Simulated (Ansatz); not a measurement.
Compare A (`[SiH3][SiH2]O[SiH2]S`) with its isomer B (`O[SiH2][SiH]([SiH3])S`).

Program: Ansatz. Geometries: PBE0-D4/def2-TZVP. ΔE: electronic, gas phase. CCSD(T)/CBS is the MP2 limit (def2-TZVPP, def2-QZVPP) plus CCSD(T) − MP2 in def2-TZVPP, frozen cores. Functionals use def2-TZVPP. B3LYP here is the variant with VWN-RPA as its local correlation; programs differ in this. One conformer a species, not always the lowest.

(1) Which is lower in electronic energy at CCSD(T)/CBS, and by how much? (An estimate is asked.)

(2) Give E(B) − E(A) in kcal/mol with MP2/def2-TZVPP, HF/def2-TZVPP, B2PLYP, B3LYP, CCSD(T)/def2-TZVPP, CCSD/def2-TZVPP, PBE-D4. (Best estimate.)

Largest T1 diagnostic: 0.013.

Answers

(1) Computed: A, by 26.1 kcal/mol.

(2) Ansatz gave: MP2/def2-TZVPP 27.2, HF/def2-TZVPP 32.5, B2PLYP 27.2, B3LYP 26.5, CCSD(T)/def2-TZVPP 26.4, CCSD/def2-TZVPP 27.3, PBE-D4 20.4. None reverses the order clearly.

From PBE to PBE0 (25 % exact exchange), in def2-TZVPP and without D4, E(B) − E(A) moves by +1.7 kcal/mol. In def2-TZVPP, CCSD(T) changes the Hartree–Fock value by −6.1 kcal/mol (the triples alone add −0.9 kcal/mol) and MP2 by −5.3 kcal/mol.
